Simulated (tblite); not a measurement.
Species: C₆H₁₆N₂P (charge +1).
Geometry (GFN2-xTB, Å), atoms numbered from 1 in this order:
```xyz
25
C6H16N2P angstrom
C      2.3046   -1.4293   -0.1435
C      2.0573   -0.5202   -1.2831
C      1.0942    0.3969   -1.3577
P     -0.0444    0.8168   -0.0293
C     -1.0725    2.1957   -0.6149
N      0.6550    1.3964    1.3520
N     -0.8739   -0.5177    0.4844
C     -1.3002   -1.5233   -0.4788
C     -1.8074   -0.3480    1.5914
H      2.2934   -2.4616   -0.4927
H      1.5608   -1.3102    0.6417
H      3.3025   -1.2517    0.2582
H      2.7273   -0.6357   -2.1266
H      0.9836    1.0192   -2.2352
H     -0.4531    3.0426   -0.9021
H     -1.7452    2.4966    0.1881
H     -1.6559    1.8744   -1.4770
H      1.2833    0.7716    1.8416
H      1.0209    2.3379    1.3047
H     -2.3042   -1.3243   -0.8614
H     -0.6031   -1.5596   -1.3136
H     -1.3093   -2.4957    0.0147
H     -1.8438   -1.2772    2.1603
H     -2.8176   -0.1197    1.2425
H     -1.4632    0.4504    2.2454
```

Level: GFN2-xTB in tblite, geometry and Hessian alike; calculated harmonic values, unscaled, isolated species. Errors from tens to a few hundred cm⁻¹ against measured bands are possible. One conformer, not necessarily the lowest.

Harmonic wavenumbers (cm⁻¹): 60.3, 67.3, 117.7, 135.6, 157.7, 168.2, 192.8, 206.1, 210.4, 223.4, 234.3, 245.4, 283.3, 314.3, 348.4, 363.5, 406.5, 542.2, 585.5, 653.6, 709.0, 743.2, 757.8, 801.1, 860.9, 883.2, 914.9, 924.1, 979.7, 994.1, 1017.2, 1038.8, 1074.5, 1079.0, 1119.2, 1184.0, 1215.3, 1264.2, 1294.9, 1312.8, 1386.8, 1399.3, 1404.0, 1408.6, 1414.4, 1418.2, 1438.3, 1452.9, 1457.4, 1465.4, 1480.7, 1491.3, 1654.5, 2963.7, 2966.9, 2999.7, 3003.2, 3007.3, 3008.2, 3010.8, 3017.2, 3024.3, 3032.3, 3032.7, 3036.5, 3048.3, 3061.2, 3393.8, 3431.0.

A = 1643, B = 1176, C = 967.0 MHz; mass 147.105 u (most abundant isotopes); point group C1, symmetry number 1.

What is the zero-point energy?

Half the sum of the wavenumbers: 46797 cm⁻¹ = 559.81 kJ/mol.

Entropy at 400 K, 1 bar (ideal gas, RRHO, classical rotation)?

Translation 177.21, rotation 127.23, vibration 233.75: S = 538.2 J/(mol K).

And Cp and H(400 K) − H(0)?

Cp = 263.47 J/(mol K), of which vibrations give 230.21 (their classical limit is 69 R = 573.7); H(400 K) − H(0) = 62.39 kJ/mol without the zero-point energy, 49.09 from vibrations.

Which modes carry the vibrational entropy at 400 K?

60.3 cm⁻¹: 21.04; 67.3 cm⁻¹: 20.13; 117.7 cm⁻¹: 15.52; 135.6 cm⁻¹: 14.37; 157.7 cm⁻¹: 13.14; 168.2 cm⁻¹: 12.62 J/(mol K); the other 63 give 136.94 together.

What must be added to the electronic energy to get the Gibbs energy at 400 K and 1 bar?

ZPE + [H(400 K) − H(0)] − T·S = 559.81 + 62.39 − 215.28 = 406.92 kJ/mol.

Blend soft modes into free rotors: weight 1/[1 + (100 cm⁻¹/ν̃)⁴] for the oscillator and the rest for a rotor with moment μB/(μ + B), μ = h/(8π²ν), B = 10⁻⁴⁴ kg m². What vibrational entropy results?

222.05 J/(mol K) in place of 233.75, which changes −T·S at 400 K by +4.68 kJ/mol.

How do the functions run with temperature in this model?

```
 T (K)  S (J/(mol K))  Cp (J/(mol K))  H − H(0) (kJ/mol)  G − H(0) (kJ/mol)  ln q(vib)
   150          351.6           135.9              12.26             -40.48       3.77
   250          433.3           187.8              28.47             -79.85       7.68
298.15          468.5           212.6              38.11            -101.57       9.53
   600          661.2           344.1             123.61            -273.11      20.51
   900          817.2           424.7             239.85            -495.62      30.37
```

q(vib) and H(0) count from the zero-point level.

Hindered rotation and anharmonicity are outside this model. Other conformers, if any are populated, would add a mixing term that is left out. The structure is chiral; the term R ln 2 for an equal mix with its mirror image is left out.
